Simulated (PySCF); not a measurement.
BF2, SMILES F[B+]F, charge +1.

The structure is a stationary point at PBE-D3(BJ)/def2-TZVP.

Two levels are set side by side: TDDFT-PBE/def2-TZVPD (PySCF) and EOM-CCSD/aug-cc-pVDZ (PySCF). Vertical, same geometry; the bases differ. Differences are taken from unrounded values.

```csv
quantity,EOM-CCSD
lowest singlet excitation (eV),12.28
lowest triplet excitation (TDA for PBE) (eV),11.78
```

Problem. What does TDDFT-PBE give, and how far is it from EOM-CCSD? (An estimate is asked for; the answer gives what the named calculation found.)

Solution. 
| quantity | TDDFT-PBE | TDDFT-PBE minus EOM-CCSD |
|---|---|---|
| lowest singlet excitation (eV) | 11.04 | -1.24 |
| lowest triplet excitation (TDA for PBE) (eV) | 10.41 | -1.37 |

Functionals without exact exchange tend to place singlet excitations lower, as here. Differences between two approximate levels are no errors against the true value.

Rough cost on one machine, each run with all the roots and properties that it gave: EOM-CCSD against TDDFT-PBE about 6 times.
